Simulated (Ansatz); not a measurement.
`C#CO[SiH2]Br`. Charge 0, multiplicity 1. The structure was optimised at the PBE0-D4/def2-TZVP level. It is one conformer, not always the lowest.

```xyz
8

C     1.056    1.991   -0.606
C     0.929    0.858   -0.235
O     0.806   -0.367    0.166
Si   -0.722   -1.042    0.308
Br   -0.394   -3.092    1.008
H     1.183    2.993   -0.933
H    -1.492   -0.282    1.312
H    -1.365   -1.059   -1.020
```

Problem. What is the dipole moment at ωB97M-V/def2-TZVPP? (Estimate.)

Solution. Computed: 1.37 D, with components (-1.34, 0.25, -0.16) D in this frame, pointing from negative to positive charge.

Problem. And with PBE, r2SCAN, B3LYP? (Estimate.)

Solution. The calculation gave: PBE 1.28 D, r2SCAN 1.33 D, B3LYP 1.36 D.

Problem. Give the Mulliken charges with ωB97M-V, r2SCAN, PBE in def2-TZVPP. (Estimate.)

Solution. The calculation gave: 
| atom | ωB97M-V | r2SCAN | PBE |
| --- | --- | --- | --- |
| C1 | -0.25 | -0.32 | -0.20 |
| C2 | 0.05 | 0.13 | -0.02 |
| O3 | -0.32 | -0.32 | -0.22 |
| Si4 | 0.40 | 0.52 | 0.44 |
| Br5 | -0.15 | -0.17 | -0.15 |
| H6 | 0.25 | 0.25 | 0.22 |
| H7 | 0.00 | -0.04 | -0.03 |
| H8 | 0.00 | -0.04 | -0.03 |

B3LYP here is the variant with VWN-RPA as its local correlation; programs differ in this.
